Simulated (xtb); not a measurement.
Job for xtb: GFN2-xTB on GeH4N2 (SMILES [NH2][Ge][NH2]), a point of a torsion scan.

```
$ xtb mol.xyz --gfn 2 --opt vtight --chrg 0 --uhf 0 --input xcontrol
7

N      1.44350437     0.14914733    -0.35688645
Ge     0.20529825     0.13010687     1.02604457
N      0.61532663     1.22976267     2.38999467
H      1.51265991    -0.74955720    -0.86523547
H      2.35157442     0.57682965    -0.09969253
H      1.55753437     1.23258393     2.78094139
H     -0.11206787     1.76013767     2.86525008
$constrain
  force constant=1.0
  dihedral: 4,1,2,3,150.0
$end
```

It printed:

```
[...]
           -------------------------------------------------
          |                Calculation Setup                |
           -------------------------------------------------



           -------------------------------------------------
          |                 G F N 2 - x T B                 |
           -------------------------------------------------

        Reference                      10.1021/acs.jctc.8b01176
      * Hamiltonian:
        H0-scaling (s, p, d)           1.850000    2.230000    2.230000
        zeta-weighting                 0.500000
      * Dispersion:
        s8                             2.700000
        a1                             0.520000
        a2                             5.000000
        s9                             5.000000
      * Repulsion:
        kExp                           1.500000    1.000000
        rExp                           1.000000
      * Coulomb:
        alpha                          2.000000
        third order                    shell-resolved
        anisotropic                    true
        a3                             3.000000
        a5                             4.000000
        cn-shift                       1.200000
        cn-exp                         4.000000
        max-rad                        5.000000


          ...................................................
          :                      SETUP                      :
          :.................................................:
          :  # basis functions                  22          :
          :  # atomic orbitals                  21          :
          :  # shells                           11          :
          :  # electrons                        18          :
          :  max. iterations                   250          :
          :  Hamiltonian                  GFN2-xTB          :
          :  restarted?                      false          :
          :  GBSA solvation                  false          :
          :  PC potential                    false          :
          :  electronic temp.          300.0000000     K    :
          :  accuracy                    1.0000000          :
          :  -> integral cutoff          0.2500000E+02      :
          :  -> integral neglect         0.1000000E-07      :
          :  -> SCF convergence          0.1000000E-05 Eh   :
          :  -> wf. convergence          0.1000000E-03 e    :
          :  Broyden damping             0.4000000          :
          :  net charge                          0          :
          :  unpaired electrons                  0          :
          ...................................................

 iter      E             dE          RMSdq      gap      omega  full diag
   1     -8.2177528 -0.821775E+01  0.173E+01    1.88       0.0  T
   2     -9.0738269 -0.856074E+00  0.209E+01    3.92       1.0  T
   3     -9.6635269 -0.589700E+00  0.976E+00    4.62       1.0  T
   4     -9.8009786 -0.137452E+00  0.625E+00    4.47       1.0  T
   5     -9.8529054 -0.519268E-01  0.467E+00    4.41       1.0  T
   6     -9.8981099 -0.452046E-01  0.532E-01    3.91       1.0  T
   7     -9.8980285  0.814589E-04  0.288E-01    3.90       1.0  T
   8     -9.8981792 -0.150720E-03  0.384E-02    3.94       1.0  T
   9     -9.8981855 -0.632617E-05  0.143E-02    3.93       2.6  T
  10     -9.8981854  0.111777E-06  0.123E-02    3.93       3.1  T
  11     -9.8981863 -0.868187E-06  0.133E-03    3.93      28.3  T
  12     -9.8981863  0.525464E-08  0.961E-04    3.93      39.3  T
  13     -9.8981863 -0.640726E-08  0.115E-04    3.93     329.7  T

   *** convergence criteria satisfied after 13 iterations ***

         #    Occupation            Energy/Eh            Energy/eV
      -------------------------------------------------------------
         1        2.0000           -0.6056415             -16.4803
       ...           ...                  ...                  ...
         3        2.0000           -0.5491489             -14.9431
         4        2.0000           -0.4998625             -13.6020
         5        2.0000           -0.4901485             -13.3376
         6        2.0000           -0.4416595             -12.0182
         7        2.0000           -0.3837994             -10.4437
         8        2.0000           -0.3687717             -10.0348
         9        2.0000           -0.3447625              -9.3815 (HOMO)
        10                         -0.2002965              -5.4503 (LUMO)
        11                         -0.0811054              -2.2070
        12                         -0.0513368              -1.3969
        13                          0.0340194               0.9257
        14                          0.0553636               1.5065
       ...                                ...                  ...
        21                          0.7929354              21.5769
      -------------------------------------------------------------
                  HL-Ga
[...]
                  -0.0535387              -1.4569
        13                          0.0654948               1.7822
        14                          0.0865482               2.3551
       ...                                ...                  ...
        21                          0.7866953              21.4071
      -------------------------------------------------------------
                  HL-Gap            0.1594507 Eh            4.3389 eV
             Fermi-level           -0.2764388 Eh           -7.5223 eV

 SCC (total)                   0 d,  0 h,  0 min,  0.004 sec
 SCC setup                      ...        0 min,  0.000 sec (  2.372%)
 Dispersion                     ...        0 min,  0.000 sec (  0.922%)
 classical contributions        ...        0 min,  0.000 sec (  0.277%)
 integral evaluation            ...        0 min,  0.001 sec ( 23.919%)
 iterations                     ...        0 min,  0.001 sec ( 24.014%)
 molecular gradient             ...        0 min,  0.002 sec ( 44.261%)
 printout                       ...        0 min,  0.000 sec (  3.544%)

         :::::::::::::::::::::::::::::::::::::::::::::::::::::
         ::                     SUMMARY                     ::
         :::::::::::::::::::::::::::::::::::::::::::::::::::::
         :: total energy              -9.839928893591 Eh    ::
         :: gradient norm              0.000114010088 Eh/a0 ::
         :: HOMO-LUMO gap              4.338873270182 eV    ::
         ::.................................................::
         :: SCC energy                -9.929660185021 Eh    ::
         :: -> isotropic ES            0.017840021863 Eh    ::
         :: -> anisotropic ES          0.002807028001 Eh    ::
         :: -> anisotropic XC          0.003561185798 Eh    ::
         :: -> dispersion             -0.002951868746 Eh    ::
         :: repulsion energy           0.089717877347 Eh    ::
         :: add. restraining           0.000013414083 Eh    ::
         :: total charge              -0.000000000000 e     ::
         :::::::::::::::::::::::::::::::::::::::::::::::::::::

           -------------------------------------------------
          |                Property Printout                |
           -------------------------------------------------

    * Orbital Energies and Occupations

         #    Occupation            Energy/Eh            Energy/eV
      -------------------------------------------------------------
         1        2.0000           -0.6040885             -16.4381
         2        2.0000           -0.5661138             -15.4047
         3        2.0000           -0.5563818             -15.1399
         4        2.0000           -0.4956676             -13.4878
         5        2.0000           -0.4822594             -13.1229
         6        2.0000           -0.4361344             -11.8678
         7        2.0000           -0.3795218             -10.3273
         8        2.0000           -0.3754981             -10.2178
         9        2.0000           -0.3561642              -9.6917 (HOMO)
        10                         -0.1967135              -5.3528 (LUMO)
        11                         -0.0999444              -2.7196
        12                         -0.0535387              -1.4569
        13                          0.0654948               1.7822
        14                          0.0865482               2.3551
        15                          0.0959008               2.6096
        16                          0.1526029               4.1525
        17                          0.1653866               4.5004
        18                          0.2562986               6.9742
        19                          0.2853728               7.7654
        20                          0.4776461              12.9974
        21                          0.7866953              21.4071
      -------------------------------------------------------------
                  HL-Gap            0.1594507 Eh            4.3389 eV
             Fermi-level           -0.2764388 Eh           -7.5223 eV

     #   Z          covCN         q      C6AA      α(0)
     1   7 N        2.553    -0.413    30.768     8.238
     2  32 Ge       1.665     0.249   251.150    33.145
     3   7 N        2.553    -0.408    30.612     8.217
     4   1 H        0.860     0.139     1.479     1.905
     5   1 H        0.860     0.146     1.426     1.870
     6   1 H        0.860     0.147     1.419     1.866
     7   1 H        0.860     0.139     1.478     1.904

 Mol. C6AA /au·bohr⁶  :        982.097927
Note: The following floating-point exceptions are signalling: IEEE_UNDERFLOW_FLAG IEEE_DENORMAL
normal termination of xtb
 Mol. C8AA /au·bohr⁸  :      47711.501722
 Mol. α(0) /au        :         57.145742


Wiberg/Mayer (AO) data.
largest (>0.10) Wiberg bond orders for each atom

 ---------------------------------------------------------------------------
     #   Z sym  total        # sym  WBO       # sym  WBO       # sym  WBO
 ---------------------------------------------------------------------------
     1   7 N    3.212 --     2 Ge   1.267     4 H    0.958     5 H    0.950
     2  32 Ge   2.633 --     3 N    1.287     1 N    1.267
     3   7 N    3.233 --     2 Ge   1.287     7 H    0.961     6 H    0.949
     4   1 H    0.981 --     1 N    0.958
     5   1 H    0.979 --     1 N    0.950
     6   1 H    0.978 --     3 N    0.949
     7   1 H    0.981 --     3 N    0.961
 ---------------------------------------------------------------------------

Topologies differ in total number of bonds
Writing topology from bond orders to xtbtopo.mol

molecular dipole:
                 x           y           z       tot (Debye)
 q only:       -0.126      -0.097       0.063
   full:        0.235      -0.022       0.199       0.785
molecular quadrupole (traceless):
                xx          xy          yy          xz          yz          zz
 q only:        1.015       0.017      -0.703      -0.245       1.213      -0.312
  q+dip:        1.699       0.360      -1.652       0.462       3.252      -0.047
   full:        0.858      -0.217      -0.763       0.402       2.932      -0.096

           -------------------------------------------------
          |                Geometry Summary                 |
           -------------------------------------------------

      molecular mass/u    :      104.6727196
   center of mass at/Å    :        0.2584196       0.3685011       0.9193156
  moments of inertia/u·Å² :        0.3806045E+02   0.6540483E+02   0.1031298E+03
rotational constants/cm⁻¹ :        0.4429173E+00   0.2577429E+00   0.1634604E+00

 * 6 selected distances

     #   Z          #   Z                                           value/Å
     1   7 N        2  32 Ge                                      1.8307845 (max)
     2  32 Ge       3   7 N                                       1.8199208
     1   7 N        4   1 H                                       1.0081104
     1   7 N        5   1 H                                       1.0098753
     3   7 N        6   1 H                                       1.0086587
     3   7 N        7   1 H                                       1.0075462 (min)

 * 2 distinct bonds (by element types)

   Z      Z             #   av. dist./Å        max./Å        min./Å
   1 H    7 N           4     1.0085477     1.0098753     1.0075462
   7 N   32 Ge          2     1.8253527     1.8307845     1.8199208


optimized geometry written to: xtbopt.xyz


           -------------------------------------------------
          | TOTAL ENERGY               -9.839928893591 Eh   |
          | GRADIENT NORM               0.000114010088 Eh/α |
          | HOMO-LUMO GAP               4.338873270182 eV   |
           -------------------------------------------------

------------------------------------------------------------------------
------------------------------------------------------------------------
 total:
 SCF:
 ANC optimizer:
```

The run finished.

Warnings raised: the energy holds the restraint's term.

Cost: roughly 0.14 core-seconds.
